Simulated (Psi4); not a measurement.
C₆H₁₁O₂ (SMILES [CH2]CCCOC(C)=O), doublet, geometry from GFN2-xTB; MP2/STO-3G run with Psi4.

The Psi4 input:
```
memory 2 GB

molecule {
0 2
C    -3.85807020    0.95967222   -0.37650342
C    -2.72379607    0.02789644   -0.49555616
C    -1.39761999    0.64685582   -0.06119054
C    -0.25058292   -0.34322575   -0.19481689
O     0.95414043    0.29651878    0.22769156
C     2.05926239   -0.45553238    0.23387704
C     3.24508912    0.32972990    0.72954954
O     2.08017313   -1.60963750   -0.10279019
H    -4.84320800    0.64269278   -0.65596761
H    -3.71897749    1.95634279   -0.01046028
H    -2.63802306   -0.32814218   -1.53343044
H    -2.91680053   -0.87654340    0.10142949
H    -1.46450970    0.97202389    0.97819619
H    -1.18084832    1.52369226   -0.67324169
H    -0.12987024   -0.67491334   -1.23287639
H    -0.41651639   -1.23223889    0.42498240
H     3.09795120    1.38880713    0.54418736
H     3.34243878    0.16887191    1.80158139
H     4.14816110   -0.02802071    0.24423123
}

set {
  basis sto-3g
  reference uhf
  freeze_core true
}

energy('mp2')
print_variables()
```

**Question.** Write the output that Psi4 gives for this input, abridged.

**Answer.** 
```
    SCF Algorithm Type (re)set to DF.

   => Loading Basis Set <=

    Name: STO-3G
    Role: ORBITAL
    Keyword: BASIS

         ---------------------------------------------------------
                                   SCF
               by Justin Turney, Rob Parrish, Andy Simmonett
                          and Daniel G. A. Smith
                              UHF Reference
         ---------------------------------------------------------

  ==> Geometry <==

    Molecular point group: c1
    Full point group: C1

    Geometry (in Angstrom), charge = 0, multiplicity = 2:

       Center              X                  Y                   Z               Mass
    ------------   -----------------  -----------------  -----------------  -----------------
         C           -3.915877139275     0.989899300057    -0.376595917916    12.000000000000
         C           -2.781603009275     0.058123520057    -0.495648657916    12.000000000000
         C           -1.455426929275     0.677082900057    -0.061283037916    12.000000000000
         C           -0.308389859275    -0.312998669943    -0.194909387916    12.000000000000
         O            0.896333490725     0.326745860057     0.227599062084    15.994914619570
         C            2.001455450725    -0.425305299943     0.233784542084    12.000000000000
         C            3.187282180725     0.359956980057     0.729457042084    12.000000000000
         O            2.022366190725    -1.579410419943    -0.102882687916    15.994914619570
         H           -4.901014939275     0.672919860057    -0.656060107916     1.007825032230
         H           -3.776784429275     1.986569870057    -0.010552777916     1.007825032230
         H           -2.695829999275    -0.297915099943    -1.533522937916     1.007825032230
         H           -2.974607469275    -0.846316319943     0.101336992084     1.007825032230
         H           -1.522316639275     1.002250970057     0.978103692084     1.007825032230
         H           -1.238655259275     1.553919340057    -0.673334187916     1.007825032230
         H           -0.187677179275    -0.644686259943    -1.232968887916     1.007825032230
         H           -0.474323329275    -1.202011809943     0.424889902084     1.007825032230
         H            3.040144260725     1.419034210057     0.544094862084     1.007825032230
         H            3.284631840725     0.199098990057     1.801488892084     1.007825032230
         H            4.090354160725     0.002206370057     0.244138732084     1.007825032230

  Running in c1 symmetry.

  Rotational constants: A =      0.24345  B =      0.02465  C =      0.02276 [cm^-1]
  Rotational constants: A =   7298.49790  B =    738.88211  C =    682.42212 [MHz]
  Nuclear repulsion =  368.126036382455254

  Charge       = 0
  Multiplicity = 2
  Electrons    = 63
  Nalpha       = 32
  Nbeta        = 31

  ==> Algorithm <==

  SCF Algorithm Type is DF.
  DIIS enabled.
  MOM disabled.
  Fractional occupation disabled.
  Guess Type is SAD.
  Energy threshold   = 1.00e-08
  Density threshold  = 1.00e-08
  Integral threshold = 1.00e-12

  ==> Primary Basis <==

  Basis Set: STO-3G
    Blend: STO-3G
    Number of shells: 35
    Number of basis functions: 51
    Number of Cartesian functions: 51
    Spherical Harmonics?: true
    Max angular momentum: 1

   => Loading Basis Set <=

    Name: (STO-3G AUX)
    Role: JKFIT
    Keyword: DF_BASIS_SCF

  ==> Integral Setup <==

  SCF_SUBTYPE=INCORE selected. In-core MEM_DF algorithm will be used.
  Using in-core AOs.

  ==> MemDFJK: Density-Fitted J/K Matrices <==

    J tasked:                   Yes
    K tasked:                   Yes
    wK tasked:                   No
    Algorithm:                 Core
    Schwarz Cutoff:           1E-12
    Mask sparsity (%):       5.0750
    Fitting Condition:        1E-10

   => Auxiliary Basis Set <=

  Basis Set: (STO-3G AUX)
    Blend: DEF2-UNIVERSAL-JKFIT
    Number of shells: 266
    Number of basis functions: 802
    Number of Cartesian functions: 940
    Spherical Harmonics?: true
    Max angular momentum: 4

  Minimum eigenvalue in the overlap matrix is 2.0053343661E-01.
  Reciprocal condition number of the overlap matrix is 7.8661414401E-02.
    Using symmetric orthogonalization.

  ==> Pre-Iterations <==

  SCF Guess: Superposition of Atomic Densities via on-the-fly atomic UHF (no occupation information).

   -------------------------
    Irrep   Nso     Nmo
   -------------------------
     A         51      51
   -------------------------
    Total      51      51
   -------------------------

  ==> Iterations <==

                           Total Energy        Delta E     RMS |[F,P]|

   @DF-UHF iter SAD:  -372.47689829546954   -3.72477e+02   0.00000e+00
   @DF-UHF iter   1:  -378.29359267187704   -5.81669e+00   1.00525e-02 DIIS/ADIIS
   @DF-UHF iter   2:  -378.42936389276400   -1.35771e-01   6.21055e-03 DIIS/ADIIS
   @DF-UHF iter   3:  -378.47970202828856   -5.03381e-02   1.02650e-03 DIIS/ADIIS
   @DF-UHF iter   4:  -378.48255880898159   -2.85678e-03   4.67616e-04 DIIS/ADIIS
   @DF-UHF iter   5:  -378.48326559584285   -7.06787e-04   1.58704e-04 DIIS/ADIIS
   @DF-UHF iter   6:  -378.48338371992133   -1.18124e-04   4.59015e-05 DIIS
   @DF-UHF iter   7:  -378.48339270834668   -8.98843e-06   1.48813e-05 DIIS
   @DF-UHF iter   8:  -378.48339369946171   -9.91115e-07   6.25510e-06 DIIS
   @DF-UHF iter   9:  -378.48339389315163   -1.93690e-07   2.55384e-06 DIIS
   @DF-UHF iter  10:  -378.48339392951073   -3.63591e-08   7.56218e-07 DIIS
   @DF-UHF iter  11:  -378.48339393259073   -3.08000e-09   3.18360e-07 DIIS
   @DF-UHF iter  12:  -378.48339393312489   -5.34158e-10   1.14572e-07 DIIS
   @DF-UHF iter  13:  -378.48339393319270   -6.78142e-11   4.17322e-08 DIIS
   @DF-UHF iter  14:  -378.48339393320521   -1.25056e-11   3.16717e-08 DIIS
   @DF-UHF iter  15:  -378.48339393321578   -1.05729e-11   2.96476e-08 DIIS
   @DF-UHF iter  16:  -378.48339393322408   -8.29914e-12   2.98218e-08 DIIS
   @DF-UHF iter  17:  -378.48339393321692    7.16227e-12   2.93559e-08 DIIS
   @DF-UHF iter  18:  -378.48339393313933    7.75913e-11   2.33033e-08 DIIS
   @DF-UHF iter  19:  -378.48339393304968    8.96421e-11   9.19960e-09 DIIS
  Energy and wave function converged.

  ==> Post-Iterations <==

   @Spin Contamination Metric:   1.527618480E-02
   @S^2 Expected:                7.500000000E-01
   @S^2 Observed:                7.652761848E-01
   @S   Expected:                5.000000000E-01
   @S   Observed:                5.000000000E-01

    Orbital Energies [Eh]
    ---------------------

    Alpha Occupied:

[...]
    Alpha Virtual:

[...]
      51A      1.049325

    Beta Occupied:

[...]
      31A     -0.330260

    Beta Virtual:

[...]
    Final Occupation by Irrep:
              A
    DOCC [    31 ]
    SOCC [     1 ]
    NA   [    32 ]
    NB   [    31 ]

  @DF-UHF Final Energy:  -378.48339393304968

   => Energetics <=

    Nuclear Repulsion Energy =            368.1260363824552542
    One-Electron Energy =               -1248.2392684826513687
    Two-Electron Energy =                 501.6298381671464313
    Total Energy =                       -378.4833939330496833

  UHF NO Occupations:
  HONO-2 :   30  A 1.9985465
  HONO-1 :   31  A 1.9958481
  HONO-0 :   32  A 1.0000000
  LUNO+0 :   33  A 0.0041519
  LUNO+1 :   34  A 0.0014535
  LUNO+2 :   35  A 0.0013725
  LUNO+3 :   36  A 0.0004868

Computation Completed

Properties will be evaluated at   0.000000,   0.000000,   0.000000 [a0]

Properties computed using the SCF density matrix

 Multipole Moments:

 ------------------------------------------------------------------------------------
     Multipole            Electronic (a.u.)      Nuclear  (a.u.)        Total (a.u.)
 ------------------------------------------------------------------------------------

 L = 1.  Multiply by 2.5417464519 to convert [e a0] to [Debye]
 Dipole X            :          6.6493911           -6.8820752           -0.2326841
 Dipole Y            :         -3.1852451            3.5986168            0.4133718
 Dipole Z            :          0.1115152           -0.0110121            0.1005032
 Magnitude           :                                                    0.4848907

 ------------------------------------------------------------------------------------

  //>>>>>>>>>>>>>>>>>>>>>>>>>>>>>>>>>>>//
  //               DFMP2               //
  //<<<<<<<<<<<<<<<<<<<<<<<<<<<<<<<<<<<//

   => Loading Basis Set <=

    Name: (STO-3G AUX)
    Role: RIFIT
    Keyword: DF_BASIS_MP2

	 --------------------------------------------------------
	                          DF-MP2
	      2nd-Order Density-Fitted Moller-Plesset Theory

	        Rob Parrish, Justin Turney, Andy Simmonett,
	           Ed Hohenstein, and C. David Sherrill
	 --------------------------------------------------------

	 --------------------------------------------------------
	                 NBF =    51, NAUX =   538
	 --------------------------------------------------------
	   CLASS    FOCC     OCC    AOCC    AVIR     VIR    FVIR
	   ALPHA       8      32      24      19      19       0
	    BETA       8      31      23      20      20       0
	 --------------------------------------------------------

	-----------------------------------------------------------
	 ==================> DF-MP2 Energies <====================
	-----------------------------------------------------------
	 Reference Energy          =    -378.4833939330496833 [Eh]
	 Singles Energy            =      -0.0000000000000000 [Eh]
	 Same-Spin Energy          =      -0.0582778826936399 [Eh]
	 Opposite-Spin Energy      =      -0.3275450180256593 [Eh]
	 Correlation Energy        =      -0.3858229007192992 [Eh]
	 Total Energy              =    -378.8692168337689736 [Eh]
	-----------------------------------------------------------
	 ================> DF-SCS-MP2 Energies <==================
	-----------------------------------------------------------
	 SCS Same-Spin Scale       =       0.3333333333333333 [-]
	 SCS Opposite-Spin Scale   =       1.2000000000000000 [-]
	 SCS Same-Spin Energy      =      -0.0194259608978800 [Eh]
	 SCS Opposite-Spin Energy  =      -0.3930540216307911 [Eh]
	 SCS Correlation Energy    =      -0.4124799825286711 [Eh]
	 SCS Total Energy          =    -378.8958739155783633 [Eh]
	-----------------------------------------------------------

  Variable Map:
  ----------------------------------------------------------------------------
[...]
  Array Variable Map:
  ----------------------------------------------------------------------------
[...]
[...]
```
